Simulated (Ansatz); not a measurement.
BH2(CF3) (CH2BF3). Total charge 0; singlet. Geometry PBE-D4/def2-SVP; atoms count from 1.

```xyz
7

B    -0.7930    0.3987    0.3592
H    -1.1805    0.0278    1.4435
H    -1.2683    1.3535   -0.2119
C     0.4791   -0.3201   -0.2813
F     0.6602   -1.6142    0.0666
F     1.5240    0.4050    0.2517
F     0.5787   -0.2507   -1.6279
```

Estimate the Mulliken populations from the PBE0/def2-TZVP orbitals of Ansatz.


| atom | charge (e) |
| --- | --- |
| B1 | -0.07 |
| H2 | 0.06 |
| H3 | 0.06 |
| C4 | 0.45 |
| F5 | -0.16 |
| F6 | -0.17 |
| F7 | -0.16 |
Mulliken values depend strongly on the basis.

And the Mayer bond orders between heavy atoms (over 0.3)?

B1–C4 0.99 (1.60 Å); C4–F5 1.11 (1.35 Å); C4–F6 1.04 (1.38 Å); C4–F7 1.11 (1.35 Å).
